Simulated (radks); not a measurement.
Valence configurations of Si+ (all share [Ne]). Calculated with a radial shooting solver on a logarithmic mesh with Libxc functionals: non-relativistic Kohn-Sham, r2SCAN, spin-polarised, spherical densities, point nucleus; open shells are filled with parallel spins first; meta-GGA in the generalised Kohn-Sham scheme. Energies are relative to 3s2 3p1; eigenvalues in eV for spin up.

valence      E (eV)  moment (Bohr magnetons)    e(3p)    e(3s)
3s2 3p1       0.000                        1  -12.184  -19.919
3s1.5 3p1.5   2.730                        2  -12.955  -20.855
3s1 3p2       4.472                        3  -13.506  -21.508
3p3          12.466                        3  -14.091        -

NIST lists [Ne] 3s2 3p1 as the ground configuration; this level of theory agrees among the configurations tried. The energies are those of spherical high-spin densities, not of single terms.
